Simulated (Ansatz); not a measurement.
The cluster Ti₂O₂, relaxed as a singlet with RKS PBE-D4/def2-SVP in Ansatz, starting from the GFN2-xTB geometry. Force threshold 0.02 eV/Å.

The restricted singlet is unstable towards broken spin symmetry at other levels; at PBE-D4/def2-SVP this wasn't settled. An occupied level of the charge 0 singlet lies above an empty one (by up to 0.14 eV), so this SCF solution is probably not the lowest. No other spin state of charge 0 was run. Another isomer (triplet) lies 0.99 eV lower at PBE0-D4/def2-TZVP; other spin states weren't run for this one.

Start:

```xyz
4

Ti   -1.6734   -0.7084   -1.3077
Ti    1.7103   -0.1217    1.4396
O    -0.4920    0.4837    0.5024
O     0.4551    0.3464   -0.6343
```

Q: Estimate the energy that the relaxation releases and the steps that it takes.

A: 1016.6 kJ/mol, in 11 steps; 46 s on 4 threads of Arm Neoverse V1 on a shared host. No frequencies were taken in this run, so the end may be a saddle point.

Q: Does the start keep its bonding and symmetry?

A: Bonds lost: O3–O4 (atoms count from 1). Metal–metal contacts that move far: Ti1–Ti2 4.40 to 2.53 Å. Point group Cs at the start, C2v at the end, both within 0.05 Å.

Q: Predict the relaxed structure.

A: 
```xyz
4

Ti   -0.9647   -0.3495   -0.7633
Ti    0.9809   -0.0115    0.8205
O    -0.7958    0.2945    0.9138
O     0.7796    0.0666   -0.9709
```
Bond lengths (bridged metal pairs left out): 4 × O–Ti 1.80 to 1.81 Å.
